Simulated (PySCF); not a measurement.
# Ionising InF

r²SCAN; In aug-cc-pVDZ-PP with ECP28, F aug-cc-pVDZ; scalar-relativistic core potentials (PySCF 2.14). Neutral (UKS): singlet (closed shell), Re = 2.014 Å, ωe = 522 cm⁻¹, De = 5.58 eV, HOMO -6.82 eV, LUMO -2.08 eV.

InF⁻ (UKS): doublet (π ↑), Re = 2.082 Å, ωe = 427 cm⁻¹, De = 2.49 eV to In + F⁻. The energies at the minima are -290.07701 hartree for InF and -290.08705 for InF⁻.

Q: Work out the adiabatic electron affinity, without and with harmonic zero-point energies (1 hartree = 27.2114 eV, 1 eV = 8065.5 cm⁻¹), and the change of the bond length.

A: At r²SCAN: 0.01004 hartree = 0.273 eV between the minima; the zero-point term (522.0 − 427.0)/2 cm⁻¹ = +0.006 eV makes it 0.279 eV. Re changes by +6.8 pm against the neutral. The electron enters a π orbital; in so polar a molecule the change of length follows mostly from the change of the ionic charges.

Spin–orbit coupling is left out, which matters for elements this heavy, above all for dissociation energies. For an ion De counts to the pair picked by the measured ionisation energies or electron affinities, which need not be the lowest pair at this level. The highest Kohn–Sham level is positive in this anion. Much of that is self-interaction error, but it also means that the finite basis helps to hold the extra electron. States were picked by a PBE0 search and need not be the measured ground states.
